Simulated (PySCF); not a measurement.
Species: C3H5AlF2.
SMILES: `F/C=C(/F)[CH2][AlH2]`

Torsions of this conformer, `[F:1]/[CH:2]=[C:3](/[F:4])[CH2:5][AlH2:6]`: C2–C3–C5–Al6 -4°.

The closed-shell ground state was solved at several levels (PySCF, density fitting, gas phase, non-relativistic). Geometry: PBE0-D3(BJ)/def2-SVP, one conformer, isolated molecule.

```csv
level,basis functions,total energy (Eh),HOMO (eV),LUMO (eV),gap (eV),dipole (D)
PBE0/cc-pVTZ,254,-559.0766,-7.66,-0.41,7.25,1.40
KT3/pcSseg-2,293,-565.8453,-6.50,-1.35,5.15,1.24
PBE0/aug-cc-pVDZ,187,-558.9887,-7.70,-0.60,7.10,1.29
B3LYP/def2-TZVP,222,-559.5671,-7.50,-0.64,6.86,1.36
PBE0/pcSseg-0,68,-557.9622,-7.92,-0.33,7.59,1.50
wB97X-D/pcSseg-2,293,-559.4411,-9.60,1.15,10.75,1.33
PBE0/cc-pVDZ,113,-558.9660,-7.54,-0.31,7.23,1.46
B3LYP/6-31G*,98,-559.3946,-7.15,-0.41,6.74,1.56
HF/pcSseg-2,293,-557.3947,-10.66,1.93,12.59,1.29
B97-2/pcSseg-2,293,-559.4435,-7.48,-0.48,7.00,1.30
BP86/pcSseg-2,293,-559.5641,-6.54,-1.34,5.20,1.34
PBE0/def2-TZVP,222,-559.0896,-7.69,-0.42,7.27,1.36
BHandHLYP/pcSseg-2,293,-559.3937,-8.93,0.21,9.14,1.25
```

Task: What might PBE0/IGLO-III (269 basis functions) give for the same quantities?

Result: Total energy -559.0951 Eh, HOMO -7.71 eV, LUMO -0.37 eV, gap 7.34 eV, dipole 1.30 D.

Task: Over all these levels, which gives the widest orbital gap and which the narrowest?

Result: HF/pcSseg-2 (Hartree–Fock, all exact exchange) has the widest, 12.59 eV, and KT3/pcSseg-2 (GGA) the narrowest, 5.15 eV. The two share the basis. From the narrowest to the widest the HOMO moves by -4.16 eV and the LUMO by +3.28 eV.

Task: How much does the basis alone move the frontier levels among the 6 PBE0 rows (the withheld one included)?

Result: The HOMO by 0.38 eV and the LUMO by 0.29 eV. By rising basis size (HOMO, LUMO in eV): pcSseg-0 -7.92, -0.33; cc-pVDZ -7.54, -0.31; aug-cc-pVDZ -7.70, -0.60; def2-TZVP -7.69, -0.42; cc-pVTZ -7.66, -0.41; IGLO-III -7.71, -0.37.

Task: In the pcSseg-2 basis, how does the gap go with the fixed share of exact exchange?

Result: KT3 (0 %) 5.15 eV; BP86 (0 %) 5.20 eV; B97-2 (21 %) 7.00 eV; BHandHLYP (50 %) 9.14 eV; HF (100 %) 12.59 eV. Each rise in the share widens the gap here.

Task: How far do the dipole and the HOMO energy spread over the levels?

Result: The dipole runs from 1.24 to 1.56 D (mean 1.35 D) and the HOMO from -10.66 to -6.50 eV.

Note: wB97X-D ran without an empirical dispersion term, which enters the total energy and its gradient alone.
